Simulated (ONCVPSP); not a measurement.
**scandium, ONCV: configuration errors across variants**

| Property | Result |
| --- | --- |
| Element | Sc (Z = 21) |
| Generator | ONCVPSP 4.0.1 |
| Type | optimised norm-conserving Vanderbilt (ONCV) |
| Functional | LDA (Perdew-Zunger) |
| Relativity | scalar-relativistic |
| Frozen core | [Ne] |
| Valence charge | 11 |
| Reference configuration | 3s2 3p6 3d1 (charge +2) |
| Partial waves | 3s: rc 1.05 bohr, ncon 4, nbas 8, qcut 7.1 1/bohr, 2 projectors, debl 3 Ha; 3p: rc 1.60 bohr, ncon 4, nbas 9, qcut 11 1/bohr, 2 projectors, debl 3.7 Ha; 3d: rc 1.45 bohr, ncon 4, nbas 9, qcut 8.5 1/bohr, 1 projector |
| Local potential | polynomial inside 0.85 bohr (lpopt 2, dvloc0 6 Ha) |
| Core correction | Teter function fitted to the true core (icmod 2), fcfact 0.2 |

All-electron excitation energies from the reference (eV): (1) 3s2 3p6 3d1 4s2 -20.028; (2) 3s2 3p6 3d1 4s1 -12.961; (3) 3s2 3p6 3d0 25.090; (4) 3s2 3p6 3d2 4s1 -18.407.

2 further variants failed, have other tests or another functional or relativity, and are left out.

Errors AE − PS in meV (a dash: test not solved or not reliable):

```csv
change,(1),(2),(3),(4),bound ghosts,GHOST(+) flags above zero
base,+1.2,+0.7,+41,+0.7,none,none
s: qcut 8; p: qcut 12.5; d: qcut 9.6,+1.3,+0.7,+31,+0.3,none,none
"all radii but the core radius scaled by about 1.35 (s 1.42, p 2.16, d 1.94 bohr); local potential polynomial inside 1.14 bohr (lpopt 2, dvloc0 6 Ha)",+0.8,+0.5,+107,+3.3,none,none
"core correction Teter function fitted to the true core (icmod 2), fcfact 0.22",+1.2,+0.7,+41,+0.7,none,none
d: qcut 9,+1.2,+0.7,+37,+0.6,none,none
```

Problem. Give the same row for: s: qcut 5.3.

Solution. +0.9, +0.5, +41, +0.6; bound ghosts: none; GHOST(+) flags above zero: none.
